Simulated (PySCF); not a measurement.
C₆ coefficients of unlike pairs at wB97M-V

Calculated with PySCF 2.14 from the dipole response of each species, C₆(A,B) = (3/π) ∫ α_A(iu) α_B(iu) du, in atomic units, from isotropic polarisabilities. For ions this is the dispersion term alone; charge-induced terms of lower order in 1/R come first.

```tsv
species	configuration	basis	relativity	α (bohr³)	C₆ (like pair)
F⁺	[He] 2s2 2p4 (3P)	def2-QZVPPD (8s5p4d2f1g)	none	1.847	3.434
Ne³⁺	[He] 2s2 2p3 (4S)	aug-cc-pwCVDZ (5s4p2d)	none	0.6769	0.6037
Sb³⁺	[Kr] 4d10 5s2 (1S)	aug-cc-pVTZ-PP with ECP28MDF (6s5p4d2f)	core potential	10.99	47.96
Ru	[Kr] 4d7 5s1 (5F)	def2-TZVPPD with the def2 core potential (28 electrons) (6s4p3d2f1g)	core potential	70.06	579.8
```

**Question.** Estimate C₆ for Sb³⁺ with Ne³⁺.

**Answer.** The integral gives 4.658. The combination rule 2 C_A C_B / (C_A α_B/α_A + C_B α_A/α_B) gives 4.540 and the geometric mean 5.381.

No spin-orbit coupling is included.

The other pairs:

| pair | C₆ |
| --- | --- |
| Ne³⁺, F⁺ | 1.420 |
| Ru, F⁺ | 32.49 |
| Ru, Sb³⁺ | 149.4 |
| Sb³⁺, F⁺ | 11.83 |
| Ru, Ne³⁺ | 12.54 |
